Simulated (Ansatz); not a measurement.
Frontier orbitals of AlBH8OSi2.

```xyz
13

B     1.228    0.020    1.141
O     1.081   -1.149    0.396
Si    0.020   -1.562   -0.798
Si   -1.385    0.308   -1.112
Al   -0.250    1.599    0.605
H     0.104    0.362    1.781
H     2.092    0.083    1.968
H    -0.737   -2.767   -0.366
H     0.791   -1.898   -2.025
H    -1.282    0.889   -2.479
H    -2.814    0.019   -0.813
H    -0.253    2.998    1.333
H     1.403    1.099    0.369
```

Charge 0, multiplicity 1. The bonds changed during the relaxation, so this is another structure than the one it started from. The structure was optimised at the PBE0-D4/def2-TZVP level. It is one conformer, not always the lowest. Basis def2-TZVPP, Ansatz.

| functional | HOMO (eV) | LUMO (eV) | gap (eV) |
| --- | --- | --- | --- |
| PBE | -6.26 | -2.38 | 3.88 |
| PBE0 | -7.29 | -1.61 | 5.68 |
| B3LYP | -7.09 | -1.75 | 5.34 |
| r2SCANh | -6.86 | -1.89 | 4.97 |
| ωB97M-V | -9.22 | 0.09 | 9.31 |

A quarter of exact exchange (PBE0) shifts PBE's HOMO by −1.03 eV and its LUMO by +0.77 eV; full exchange at long range (ωB97M-V) shifts them by −2.97 and +2.47 eV. The gap opens from 3.88 to 9.31 eV, since occupied levels lose self-interaction and empty ones feel all the electrons. A positive LUMO is unbound and depends on the basis.

B3LYP here is the variant with VWN-RPA as its local correlation; programs differ in this.
